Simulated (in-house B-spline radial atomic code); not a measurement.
**K6+: [Ne] 3s2 3p1**

Level of theory: non-relativistic PW91, spin-polarised, spherical fractional occupations, point nucleus; calculated with a radial B-spline atomic code at the basis-set limit.

Screening seen three ways: the hydrogenic charge with the same mean radius, Z_r = [3n² - l(l+1)]/(2<r>), the one with the same energy, Z_e = n√(-2ε), and Slater's rules. Values are occupation-weighted means over spin.

```
shell  electrons   ε (eV)  <r> (bohr)    Z_r    Z_e  Slater
   1s          2  -3622.7     0.08153  18.40  16.32   18.70
   2s          2   -460.9      0.3878  15.47  11.64   14.85
   2p          6  -391.27      0.3482  14.36  10.73   14.85
   3s          2  -125.85       1.115  12.10   9.12    9.50
   3p          1  -108.67       1.153  10.84   8.48    9.50
```

The least bound orbital is 3p up at -108.7 eV, and it is also the most diffuse (<r> = 1.153 bohr).
